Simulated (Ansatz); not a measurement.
A nudged elastic band was laid between two geometries of C2H7GeIO (12 atoms, charge 0, multiplicity 1).

Method: RKS B3LYP/def2-SVP in Ansatz.

| Item | Value |
| --- | --- |
| movable images | 5 |
| climbing image | yes |
| spring | 5.0 eV/Å² |
| optimiser | quadratic models (default) |
| start path | IDPP |
| force threshold | 0.03 eV/Å |
| iteration limit | 58 |
| end points | relaxed |

Initial state:

```xyz
12
Properties=species:S:1:pos:R:3
Ge -1.146 -0.867 1.123
C 0.707 -0.256 0.690
O 0.744 0.972 -0.030
C 0.607 0.833 -1.399
I 0.307 2.801 -2.297
H -1.986 -1.042 -0.160
H -1.063 -2.224 1.857
H -1.823 0.178 2.029
H 1.266 -1.051 0.161
H 1.228 -0.072 1.641
H -0.277 0.243 -1.696
H 1.513 0.431 -1.885
```

Final state:

```xyz
12
Properties=species:S:1:pos:R:3
Ge -0.934 -1.156 1.101
C 0.642 0.000 0.693
O 0.295 1.209 0.021
C 0.144 1.153 -1.321
I 2.105 0.990 -2.468
H -1.681 -1.527 -0.196
H -0.432 -2.441 1.790
H -1.893 -0.395 2.037
H 1.400 -0.556 0.113
H 1.107 0.297 1.644
H -0.272 2.097 -1.686
H -0.405 0.275 -1.695
```

(1) Which bonds break or form, and what moves?

(2) What energy profile does the band end with?

The band took 29 iterations and of the order of 16 core-minutes.

Results:

(1) No bond is made or broken. The dihedral C2–O3–C4–I5 goes from 169 to -74°.

(2) The forces met the threshold. The highest image is number 0 of 0 to 6, 0.000 eV above the first end and 0.281 eV above the last; the last end lies 0.281 eV below the first. The highest image is an end point: on this band no image between the ends rises above it. Between wells the path still climbs a hump at image 5, 0.02 eV above the well before it.

| image | path coordinate (Å) | energy (eV) | dihedral C2–O3–C4–I5 (°) |
| --- | --- | --- | --- |
| 0 | 0.00 | 0.000 | 169 |
| 1 | 0.31 | 0.000 | 177 |
| 2 | 1.73 | -0.037 | -133 |
| 3 | 3.16 | -0.255 | -86 |
| 4 | 4.58 | -0.278 | -68 |
| 5 | 6.00 | -0.262 | -75 |
| 6 | 7.43 | -0.281 | -74 |

The run took 8.4 min on 2 threads of Intel(R) Xeon(R) 6975P-C (Granite Rapids), with other jobs on the host, peak memory 0.46 GiB.
